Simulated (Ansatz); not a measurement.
Gas-phase electronic energies from Ansatz, PBE0-D4/def2-TZVP geometries. CCSD(T)/CBS adds triple-zeta CCSD(T) − MP2 to the extrapolated MP2 energy (def2 sets, frozen cores). This one scheme is used for every species, atoms too. DFT in def2-TZVPP. HSE06 is defined as in plane-wave codes. No spin–orbit coupling; open shells (•) take unrestricted orbitals. Spin–orbit coupling would lower the free atoms: a little for F. For Ga outer-core shells are correlated without core-valence functions, so the limit isn't a true one: a few kJ/mol of doubt a bond, and 10 to 20 or more in all where bonds break to atoms. Scalar relativity is left out up to krypton.

Consider the hydrogen abstraction from a Ga–H bond: `[Cl][GaH2]` + F• → `[Cl][GaH]`• + H–F.

| level | ΔE (kJ/mol) | difference from CCSD(T)/CBS |
| --- | --- | --- |
| LDA (SPW92) | -308.0 | -70.7 |
| PBE0-D4 | -237.4 | -0.1 |
| PBE-QIDH | -228.6 | 8.7 |
| BLYP | -259.9 | -22.6 |
| HSE06 | -239.6 | -2.3 |
| HF/def2-SVP | -122.2 | 115.1 |
| CCSD/def2-SVP | -196.8 | 40.5 |
| HF/def2-TZVPP | -138.0 | 99.3 |
| MP2/def2-QZVPP | -260.2 | -22.9 |
| HF/CBS(def2) | -139.5 | 97.8 |
| CCSD(T)/CBS | -237.3 | 0 |

Largest T1 diagnostic among the species: 0.015.

At CCSD(T), def2-SVP lies +37.9 kJ/mol from the extrapolated value and def2-TZVPP +10.5 kJ/mol. Leaving LDA and LC-ωPBE aside and taking each functional with its dispersion term where it has one, the values, not all of them listed here, spread over 57.9 kJ/mol, from PBE-D4 to BHLYP-D4. LDA lies −42.9 kJ/mol from PBE without D4. In def2-TZVPP, CCSD(T) changes the Hartree–Fock value by −88.9 kJ/mol (the triples alone add −7.2 kJ/mol) and MP2 by −115.7 kJ/mol.

CCSD(T)/CBS has its own doubt, a few kJ/mol and more with outer-core shells, so smaller differences from it don't rank the levels.
